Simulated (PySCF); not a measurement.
**Correlation energy of Sr³⁺ (strontium, charge +3)**

[Ar] 3d10 4s2 4p5, 2P determinant. All numbers are calculated (PySCF 2.14, the spin-free X2C one-electron Hamiltonian (Gaussian nucleus), in cc-pVDZ-X2C (6s5p3d, 36 functions)). Frozen: [Ar] 3d10 4s2; 5 electrons correlated.

Total MP2 correlation energy: -16.09 mhartree.

Same-spin part -5.03 and opposite-spin part -11.06 mhartree; SCS-MP2 scales them by 1/3 and 6/5 to -14.95 mhartree.

```csv
level,correlation energy (mhartree)
CCSD,-18.32
(T),-0.04
CCSD(T),-18.36
```

Diagnostics: T1 = 0.0017, D1 = 0.0025, largest double amplitude 0.020.

Cost of the coupled-cluster step: 0.12 s of wall time on 1 thread of Neoverse-V2 (shared host), for 5 correlated electrons.
